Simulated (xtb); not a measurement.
xtb input (GFN2-xTB):

```bash
xtb mol.xyz --gfn 2 --sp --chrg -1 --uhf 0
```
mol.xyz:
```
13

Si    -0.23037238     1.88490003     0.60203266
Si    -0.13743408     0.17945573    -1.02412588
Si     1.84463275    -0.73966793    -0.13632401
Si    -1.52180848    -1.26595195     0.22322074
H      0.77264017     2.97236709     0.34970119
H     -0.02222048     1.54160688     2.04847693
H     -1.54424452     2.61016283     0.59715055
H      3.05500643     0.08551864    -0.46244155
H      2.16620180    -2.08299113    -0.72315115
H      1.95913040    -0.96450260     1.34344559
H     -1.25536830    -1.46703307     1.68676248
H     -1.53665741    -2.66186820    -0.32767608
H     -2.96473748    -0.85556269     0.18048288
```

Output:

```
           -------------------------------------------------
          |                Calculation Setup                |
           -------------------------------------------------

           -------------------------------------------------
          |                 G F N 2 - x T B                 |
           -------------------------------------------------

        Reference                      10.1021/acs.jctc.8b01176
      * Hamiltonian:
        H0-scaling (s, p, d)           1.850000    2.230000    2.230000
        zeta-weighting                 0.500000
      * Dispersion:
        s8                             2.700000
        a1                             0.520000
        a2                             5.000000
        s9                             5.000000
      * Repulsion:
        kExp                           1.500000    1.000000
        rExp                           1.000000
      * Coulomb:
        alpha                          2.000000
        third order                    shell-resolved
        anisotropic                    true
        a3                             3.000000
        a5                             4.000000
        cn-shift                       1.200000
        cn-exp                         4.000000
        max-rad                        5.000000

          ...................................................
          :                      SETUP                      :
          :.................................................:
          :  # basis functions                  49          :
          :  # atomic orbitals                  45          :
          :  # shells                           21          :
          :  # electrons                        26          :
          :  max. iterations                   250          :
          :  Hamiltonian                  GFN2-xTB          :
          :  restarted?                      false          :
          :  GBSA solvation                  false          :
          :  PC potential                    false          :
          :  electronic temp.          300.0000000     K    :
          :  accuracy                    1.0000000          :
          :  -> integral cutoff          0.2500000E+02      :
          :  -> integral neglect         0.1000000E-07      :
          :  -> SCF convergence          0.1000000E-05 Eh   :
          :  -> wf. convergence          0.1000000E-03 e    :
          :  Broyden damping             0.4000000          :
          :  net charge                         -1          :
          :  unpaired electrons                  0          :
          ...................................................

 iter      E             dE          RMSdq      gap      omega  full diag
   1    -11.4924135 -0.114924E+02  0.885E+00    3.42       0.0  T
   2    -11.6593331 -0.166920E+00  0.708E+00    2.73       1.0  T
   3    -11.7034274 -0.440943E-01  0.364E+00    3.33       1.0  T
   4    -11.7116249 -0.819752E-02  0.106E+00    3.33       1.0  T
   5    -11.7130669 -0.144206E-02  0.324E-01    3.35       1.0  T
   6    -11.7129714  0.955851E-04  0.186E-01    3.34       1.0  T
   7    -11.7131036 -0.132277E-03  0.416E-02    3.34       1.0  T
   8    -11.7131064 -0.277668E-05  0.113E-02    3.34       2.5  T
   9    -11.7131068 -0.370992E-06  0.639E-03    3.34       4.3  T
  10    -11.7131069 -0.145524E-06  0.155E-03    3.34      17.9  T
  11    -11.7131069 -0.577038E-08  0.276E-04    3.34     100.5  T
  12    -11.7131069 -0.438121E-10  0.161E-04    3.34     171.8  T

   *** convergence criteria satisfied after 12 iterations ***

         #    Occupation            Energy/Eh            Energy/eV
      -------------------------------------------------------------
         1        2.0000           -0.5755501             -15.6615
       ...           ...                  ...                  ...
         7        2.0000           -0.2675094              -7.2793
         8        2.0000           -0.2645631              -7.1991
         9        2.0000           -0.2643677              -7.1938
        10        2.0000           -0.2643677              -7.1938
        11        2.0000           -0.1772270              -4.8226
        12        2.0000           -0.1772270              -4.8226
        13        2.0000           -0.1531770              -4.1682 (HOMO)
        14                         -0.0304480              -0.8285 (LUMO)
        15                         -0.0304480              -0.8285
        16                         -0.0181970              -0.4952
        17                         -0.0181970              -0.4952
        18                         -0.0119792              -0.3260
       ...                                ...                  ...
        45                          1.0178371              27.6968
      -------------------------------------------------------------
                  HL-Gap            0.1227291 Eh            3.3396 eV
             Fermi-level           -0.0918125 Eh           -2.4983 eV

 SCC (total)                   0 d,  0 h,  0 min,  0.010 sec
 SCC setup                      ...        0 min,  0.000 sec (  0.804%)
 Dispersion                     ...        0 min,  0.000 sec (  0.489%)
 classical contributions        ...        0 min,  0.000 sec (  0.174%)
 integral evaluation            ...        0 min,  0.002 sec ( 16.486%)
 iterations                     ...        0 min,  0.005 sec ( 49.995%)
 molecular gradient             ...        0 min,  0.003 sec ( 30.973%)
 printout                       ...        0 min,  0.000 sec (  0.937%)

         :::::::::::::::::::::::::::::::::::::::::::::::::::::
         ::                     SUMMARY                     ::
         :::::::::::::::::::::::::::::::::::::::::::::::::::::
         :: total energy             -11.636973581950 Eh    ::
         :: gradient norm              0.035642708398 Eh/a0 ::
         :: HOMO-LUMO gap              3.339627940438 eV    ::
         ::.................................................::
         :: SCC energy               -11.713078862724 Eh    ::
         :: -> isotropic ES            0.096884388398 Eh    ::
         :: -> anisotropic ES         -0.001963693809 Eh    ::
         :: -> anisotropic XC         -0.002677775878 Eh    ::
         :: -> dispersion             -0.016092600379 Eh    ::
         :: repulsion energy           0.076105280774 Eh    ::
         :: add. restraining           0.000000000000 Eh    ::
         :: total charge              -1.000000000000 e     ::
         :::::::::::::::::::::::::::::::::::::::::::::::::::::

           -------------------------------------------------
          |                Property Printout                |
           -------------------------------------------------

    * Orbital Energies and Occupations

         #    Occupation            Energy/Eh            Energy/eV
      -------------------------------------------------------------
         1        2.0000           -0.5755501             -15.6615
         2        2.0000           -0.5058638             -13.7653
         3        2.0000           -0.5058638             -13.7653
         4        2.0000           -0.3746966             -10.1960
         5        2.0000           -0.2695881              -7.3359
         6        2.0000           -0.2675094              -7.2793
         7        2.0000           -0.2675094              -7.2793
         8        2.0000           -0.2645631              -7.1991
         9        2.0000           -0.2643677              -7.1938
        10        2.0000           -0.2643677              -7.1938
        11        2.0000           -0.1772270              -4.8226
        12        2.0000           -0.1772270              -4.8226
        13        2.0000           -0.1531770              -4.1682 (HOMO)
        14                         -0.0304480              -0.8285 (LUMO)
        15                         -0.0304480              -0.8285
        16                         -0.0181970              -0.4952
        17                         -0.0181970              -0.4952
        18                         -0.0119792              -0.3260
        19                          0.0112156               0.3052
        20                          0.0178299               0.4852
        21                          0.0215660               0.5868
        22                          0.0215660               0.5868
        23                          0.0623811               1.6975
        24                          0.0623811               1.6975
       ...                                ...                  ...
        45                          1.0178371              27.6968
      -------------------------------------------------------------
                  HL-Gap            0.1227291 Eh            3.3396 eV
             Fermi-level           -0.0918125 Eh           -2.4983 eV

     #   Z          covCN         q      C6AA      α(0)
     1  14 Si       3.655     0.336   101.615    19.324
     2  14 Si       2.777    -0.066   201.895    31.199
     3  14 Si       3.655     0.336   101.615    19.324
     4  14 Si       3.655     0.336   101.615    19.324
     5   1 H        0.906    -0.223    12.763     5.589
     6   1 H        0.906    -0.201    10.894     5.164
     7   1 H        0.906    -0.223    12.763     5.589
     8   1 H        0.906    -0.223    12.763     5.589
     9   1 H        0.906    -0.223    12.763     5.589
    10   1 H        0.906    -0.201    10.894     5.164
    11   1 H        0.906    -0.201    10.894     5.164
    12   1 H        0.906    -0.223    12.763     5.589
    13   1 H        0.906    -0.223    12.763     5.589

 Mol. C6AA /au·bohr⁶  :       5663.281962
 Mol. C8AA /au·bohr⁸  :     232563.624002
 Mol. α(0) /au        :        138.196084

Wiberg/Mayer (AO) data.
largest (>0.10) Wiberg bond orders for each atom

 ---------------------------------------------------------------------------
     #   Z sym  total        # sym  WBO       # sym  WBO       # sym  WBO
 ---------------------------------------------------------------------------
     1  14 Si   3.774 --     2 Si   1.019     6 H    0.872     5 H    0.870
                             7 H    0.870
     2  14 Si   3.237 --     4 Si   1.019     3 Si   1.019     1 Si   1.019
     3  14 Si   3.774 --     2 Si   1.019    10 H    0.872     8 H    0.870
                             9 H    0.870
     4  14 Si   3.774 --     2 Si   1.019    11 H    0.872    13 H    0.870
                            12 H    0.870
     5   1 H    0.950 --     1 Si   0.870
     6   1 H    0.960 --     1 Si   0.872
     7   1 H    0.950 --     1 Si   0.870
     8   1 H    0.950 --     3 Si   0.870
     9   1 H    0.950 --     3 Si   0.870
    10   1 H    0.960 --     3 Si   0.872
    11   1 H    0.960 --     4 Si   0.872
    12   1 H    0.950 --     4 Si   0.870
    13   1 H    0.950 --     4 Si   0.870
 ---------------------------------------------------------------------------

Topologies differ in total number of bonds
Writing topology from bond orders to xtbtopo.mol

molecular dipole:
                 x           y           z       tot (Debye)
 q only:       -0.161       0.210      -1.199
   full:        0.033      -0.043       0.247       0.642
molecular quadrupole (traceless):
                xx          xy          yy          xz          yz          zz
 q only:       -6.204      -0.440      -5.967       2.511      -3.279      12.171
  q+dip:       -4.769      -0.338      -4.586       1.930      -2.520       9.355
   full:       -3.330      -0.236      -3.203       1.348      -1.760       6.533

           -------------------------------------------------
          | TOTAL ENERGY              -11.636973581950 Eh   |
          | GRADIENT NORM               0.035642708398 Eh/α |
          | HOMO-LUMO GAP               3.339627940438 eV   |
Note: The following floating-point exceptions are signalling: IEEE_UNDERFLOW_FLAG IEEE_DENORMAL
normal termination of xtb
           -------------------------------------------------

------------------------------------------------------------------------
------------------------------------------------------------------------
 total:
 SCF:
```

It need not be the lowest isomer of its formula.
